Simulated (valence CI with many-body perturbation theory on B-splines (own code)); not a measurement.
E1 line list for Sc⁸⁺

Calculated by relativistic CI+MBPT: three valence electrons over a frozen Dirac-Fock core [Ne], a basis of 11 s, 11 p, 9 d, 7 f, 5 g, 2 h, 1 i functions for each j, with the one-electron correlation potential Σ1, the two-electron term Σ2, the three-electron term Σ3, Breit, model QED; selected CI, second order for the rest, scaled by the run's own slope (own B-spline code, finite nucleus).

No measured levels were compared; by estimate levels of excited configurations hold to 0.05 to 0.15 % of their energy, terms of the ground configuration to about 0.5 %.

Lines 51 to 100 of 257 in falling wavelength, among levels below 739900 cm⁻¹, chosen from the strongest by gf and those to the six lowest levels. Wavelengths and rates use the calculated energies, so an error of 200 cm⁻¹ moves a line at 466.6 Å by 0.093 % and its rate by three times that or more. Electric multipoles are in the length gauge, E1 and E2 with the static RPA response of the core. Weak lines are less certain than strong ones. Lines between different terms over intervals too small for the method are left out, as are lines whose strength nearly cancels. Where a level lies close to another of its J and parity, the split of strength between their lines is uncertain. The highest levels of a list are the least certain.

Names give the largest LS component (configuration and term), which can be under half, so a name can repeat, a term be missing and a line seem to break the LS rules; names also repeat where a configuration has a term twice. Letters in brackets count levels of one name in rising energy.

```tsv
λ vac (Å)	Upper	Lower	A (s⁻¹)	S (a.u.) with core polarisation	S without
466.6	3p²3d ⁴F_7/2	3s3p3d ⁴F°_9/2	1.15e+09	4.62e-01	4.82e-01
465.4	3p²3d ⁴F_5/2	3s3p3d ⁴F°_7/2	1.69e+09	5.04e-01	5.27e-01
464.4	3p²3d ⁴F_3/2	3s3p3d ⁴F°_5/2	1.69e+09	3.34e-01	3.48e-01
462.1	3p²3d ⁴F_9/2	3s3p3d ⁴F°_9/2	6.15e+09	2.99e+00	3.12e+00
461.8	3p²3d ⁴F_3/2	3s3p3d ⁴F°_3/2	4.87e+09	9.48e-01	9.90e-01
461.7	3p²3d ⁴F_5/2	3s3p3d ⁴F°_5/2	4.05e+09	1.18e+00	1.23e+00
461.6	3p²3d ⁴F_7/2	3s3p3d ⁴F°_7/2	4.58e+09	1.78e+00	1.86e+00
459.1	3p²3d ⁴F_5/2	3s3p3d ⁴F°_3/2	9.43e+08	2.70e-01	2.82e-01
458.0	3p²3d ⁴F_7/2	3s3p3d ⁴F°_5/2	1.01e+09	3.83e-01	4.00e-01
457.2	3p²3d ⁴F_9/2	3s3p3d ⁴F°_7/2	7.13e+08	3.36e-01	3.51e-01
456.9	3p²3d ²P_3/2 [b]	3s3p3d ²F°_5/2 [a]	1.71e+09	3.21e-01	3.34e-01
451.3	3p²3d ²D_5/2 [b]	3s3p3d ²F°_7/2 [a]	6.41e+09	1.75e+00	1.82e+00
449.7	3p²3d ²D_5/2 [a]	3s3p3d ⁴D°_7/2	9.44e+08	2.54e-01	2.65e-01
448.8	3p²3d ²D_3/2 [b]	3s3p3d ²F°_5/2 [a]	5.18e+09	9.24e-01	9.62e-01
446.2	3p³ ²D°_3/2	3s3p² ⁴P_5/2	1.68e+07	2.95e-03	3.08e-03
444.9	3p³ ²D°_5/2	3s3p² ⁴P_5/2	9.17e+06	2.39e-03	2.50e-03
441.6	3s3p3d ²F°_7/2 [b]	3s²3d ²D_5/2	1.16e+10	3.93e+00	4.09e+00
440.1	3p³ ²D°_3/2	3s3p² ⁴P_3/2	8.77e+05	1.48e-04	1.54e-04
439.7	3p²3d ⁴P_5/2	3s3p3d ⁴D°_7/2	6.52e+09	1.64e+00	1.71e+00
439.1	3p³ ²P°_3/2	3s3p² ²D_5/2	5.40e+09	9.02e-01	9.41e-01
439.0	3p²3d ²D_5/2 [a]	3s3p3d ⁴P°_5/2	8.20e+08	2.05e-01	2.14e-01
438.9	3p³ ²P°_1/2	3s3p² ²D_3/2	6.41e+09	5.35e-01	5.58e-01
438.8	3p³ ²D°_5/2	3s3p² ⁴P_3/2	3.96e+05	9.91e-05	1.02e-04
438.7	3s3p3d ²F°_5/2 [b]	3s²3d ²D_3/2	1.13e+10	2.82e+00	2.93e+00
438.3	3p³ ²P°_3/2	3s3p² ²D_3/2	6.02e+08	1.00e-01	1.04e-01
438.1	3p²3d ⁴P_3/2	3s3p3d ⁴D°_5/2	6.97e+09	1.16e+00	1.21e+00
437.5	3p²3d ⁴D_7/2	3s3p3d ⁴F°_9/2	5.18e+09	1.71e+00	1.79e+00
437.3	3p²3d ⁴P_3/2	3s3p3d ⁴D°_3/2	1.34e+09	2.22e-01	2.31e-01
436.7	3s3p3d ⁴F°_3/2	3s3p² ²D_3/2	4.72e+07	7.75e-03	8.08e-03
436.2	3p²3d ⁴P_1/2	3s3p3d ⁴D°_3/2	7.29e+09	5.97e-01	6.23e-01
436.1	3p²3d ⁴D_1/2	3s3p3d ⁴F°_3/2	3.35e+09	2.74e-01	2.86e-01
435.9	3p³ ²D°_3/2	3s3p² ⁴P_1/2	5.81e+06	9.50e-04	9.90e-04
435.9	3p²3d ⁴D_5/2	3s3p3d ⁴F°_7/2	4.80e+09	1.18e+00	1.23e+00
435.0	3p²3d ⁴P_1/2	3s3p3d ⁴P°_1/2	4.50e+09	3.66e-01	3.81e-01
433.7	3p²3d ²F_7/2 [b]	3s3p3d ²F°_7/2 [a]	4.65e+09	1.50e+00	1.56e+00
433.2	3p²3d ⁴D_3/2	3s3p3d ⁴F°_5/2	4.56e+09	7.32e-01	7.63e-01
433.1	3p²3d ⁴D_7/2	3s3p3d ⁴F°_7/2	1.09e+09	3.50e-01	3.65e-01
432.6	3p²3d ⁴D_5/2	3s3p3d ⁴F°_5/2	1.67e+09	4.01e-01	4.18e-01
432.4	3p²3d ⁴P_3/2	3s3p3d ⁴D°_1/2	1.84e+09	2.94e-01	3.07e-01
431.8	3p²3d ⁴P_5/2	3s3p3d ⁴P°_3/2	1.20e+09	2.85e-01	2.98e-01
431.0	3p²3d ⁴D_3/2	3s3p3d ⁴F°_3/2	1.50e+09	2.37e-01	2.47e-01
430.4	3p²3d ⁴P_3/2	3s3p3d ⁴P°_3/2	2.13e+09	3.36e-01	3.50e-01
429.5	3p²3d ⁴P_5/2	3s3p3d ⁴P°_5/2	2.71e+09	6.36e-01	6.64e-01
428.5	3p²3d ²P_1/2 [a]	3s3p3d ⁴F°_3/2	3.41e+09	2.65e-01	2.76e-01
427.6	3p²3d ²F_5/2 [b]	3s3p3d ²F°_5/2 [a]	4.42e+09	1.02e+00	1.07e+00
426.5	3p³ ⁴S°_3/2	3s3p² ⁴P_5/2	9.64e+09	1.48e+00	1.54e+00
425.9	3s3p² ²S_1/2	3s²3p ²P°_3/2	2.82e+09	2.15e-01	2.25e-01
420.9	3p³ ⁴S°_3/2	3s3p² ⁴P_3/2	6.70e+09	9.86e-01	1.03e+00
417.1	3p³ ⁴S°_3/2	3s3p² ⁴P_1/2	3.45e+09	4.94e-01	5.16e-01
415.7	3s3p² ²S_1/2	3s²3p ²P°_1/2	5.36e+09	3.80e-01	3.96e-01
```
